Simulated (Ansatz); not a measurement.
Cartesian coordinates in Å:
```
C -1.075 -0.338 -1.433
C -0.061 0.286 -0.480
Si -0.963 1.036 1.020
N 0.936 -0.706 -0.114
P 1.763 -0.595 1.357
H -1.623 -1.148 -0.945
H -0.570 -0.761 -2.309
H -1.792 0.403 -1.792
H 0.401 1.146 -0.995
H -1.497 -0.025 1.911
H -2.106 1.799 0.443
H -0.128 1.989 1.794
H 1.418 -1.096 -0.913
H 3.047 -0.063 1.013
H 2.250 -1.926 1.443
```

The species carries charge 0 and has multiplicity 1.

(1) List the r2SCAN/def2-TZVPP orbital energies in eV (the Gaussian-basis code of Ansatz). (Estimate.)

Results:

(1) Ansatz gave: Occupied: -2088.75, -1790.64, -385.47, -273.96, -273.01, -176.11, -141.12, -125.62, -125.58, -125.48, -95.98, -95.97, -95.97, -23.70, -19.49, -16.37, -15.63, -13.14, -12.76, -11.57, -10.95, -10.13, -9.47, -9.27, -8.47, -8.42, -7.58, -6.44, -5.85. Lowest empty: -0.53, 0.60, 0.67, 0.99, 1.36, 1.50, 1.96, 2.06.
